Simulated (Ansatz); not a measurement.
C6H7NO (`Cc1cc(O)ccn1`), relaxed with RKS PBE0-D4/def2-TZVP in the Gaussian-basis code of Ansatz from a PBE-D4/def2-SVP geometry. The force threshold is 0.005 eV/Å; the program also tests the step.

Charge 0, multiplicity 1.

Start:

```xyz
15

C     0.485    1.114    2.041
C     0.297    0.242    0.825
C    -0.472    0.693   -0.268
C    -0.630   -0.140   -1.389
O    -1.351    0.213   -2.482
C    -0.008   -1.404   -1.374
C     0.731   -1.752   -0.241
N     0.891   -0.966    0.839
H    -0.488    1.367    2.513
H     0.978    2.074    1.780
H     1.111    0.578    2.777
H    -0.945    1.690   -0.245
H    -1.714    1.107   -2.339
H    -0.113   -2.079   -2.235
H     1.229   -2.738   -0.202
```

```json
{"step": "1", "energy (eV)": "-9865.6302", "largest force (eV/Å)": "0.674", "largest move (Å)": "0.000"}
{"step": "2", "energy (eV)": "-9865.7108", "largest force (eV/Å)": "0.208", "largest move (Å)": "0.031"}
{"step": "3", "energy (eV)": "-9865.7174", "largest force (eV/Å)": "0.035", "largest move (Å)": "0.010"}
{"step": "4", "energy (eV)": "-9865.7174", "largest force (eV/Å)": "0.019", "largest move (Å)": "0.002"}
{"step": "5", "energy (eV)": "-9865.7175", "largest force (eV/Å)": "0.003", "largest move (Å)": "0.003"}
```

End:

```xyz
15

C     0.480    1.103    2.021
C     0.294    0.237    0.815
C    -0.465    0.683   -0.264
C    -0.620   -0.139   -1.368
O    -1.337    0.214   -2.453
C    -0.009   -1.387   -1.360
C     0.721   -1.734   -0.242
N     0.882   -0.958    0.828
H    -0.481    1.350    2.480
H     0.966    2.046    1.757
H     1.096    0.582    2.752
H    -0.928    1.665   -0.236
H    -1.701    1.095   -2.324
H    -0.110   -2.055   -2.206
H     1.212   -2.703   -0.202
```

Run time 17 s (2 threads of an AMD EPYC 7R13 on a shared host and a share of an NVIDIA H100 80 GB); peak host memory 0.91 GiB.
